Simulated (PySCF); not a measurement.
C₅H₆OSi, SMILES C[Si](O)(C#C)C#C. Coordinates come from a PBE-D3(BJ)/def2-SVP optimisation. Other conformers were not sampled.

Method: PBE-D3(BJ)/def2-SVP (PySCF).

Harmonic wavenumbers (cm⁻¹): 88, 107, 123, 136, 174, 230, 234, 291, 349, 380, 391, 539, 636, 692, 693, 703, 703, 725, 744, 790, 843, 894, 1218, 1375, 1376, 2082, 2083, 2985, 3091, 3092, 3389, 3389, 3763. Rotational constants (GHz): 2.363, 1.707, 1.373; symmetry number 1.

Task: Work out the zero-point energy and the ideal-gas rigid-rotor harmonic-oscillator thermochemistry at 298.15 K and 1 atm.

Result: ZPE = ½ Σ hcν = ½ × 38308 cm⁻¹ = 54.76 kcal/mol. H − E(el) = 61.61 kcal/mol. Entropy in cal/(mol K): translation 40.01, rotation 28.45, vibration 27.08, total 95.54. G − E(el) = 33.12 kcal/mol. Cp = 36.61 cal/(mol K). Modes under 150 cm⁻¹ make the vibrational entropy uncertain.
